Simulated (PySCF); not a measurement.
**Working out the ionisation energy of Br⁺**

Br⁺ [Ar] 3d10 4s2 4p4 (3P) → Br²⁺ [Ar] 3d10 4s2 4p3 (4S). Computed with PySCF 2.14 in x2c-TZVPPall with one added diffuse shell each of s, p, d type (7s6p5d1f, 57 functions), with scalar relativity by spin-free X2C-1e. Frozen: [Ne]. Energies in hartree (1 hartree = 27.21139 eV):

```json
{"part": "UHF", "Br⁺ (lower)": "-2604.021459", "Br²⁺ (upper)": "-2603.277710"}
{"part": "MP2 opposite-spin", "Br⁺ (lower)": "-0.198516", "Br²⁺ (upper)": "-0.175309"}
{"part": "MP2 same-spin", "Br⁺ (lower)": "-0.092133", "Br²⁺ (upper)": "-0.087708"}
```

Problem. What does Hartree-Fock give?

Solution. (-2603.277710) − (-2604.021459) = 0.743749 hartree = 20.238 eV.

Problem. What do MP2 and SCS-MP2 (6/5 opposite-spin, 1/3 same-spin) give?

Solution. The opposite-spin parts differ by 0.631 eV and the same-spin parts by 0.120 eV. MP2: 20.238 + (0.631) + (0.120) = 20.989 eV. SCS-MP2: 20.238 + 1.2 × (0.631) + (0.120)/3 = 21.035 eV.

Measured between the centres of the two terms (NIST): 21.409 eV, so MP2 (valence and next inner shell) is off by -0.420 eV.

What remains against the reference includes basis incompleteness, the frozen core and correlation beyond second order.
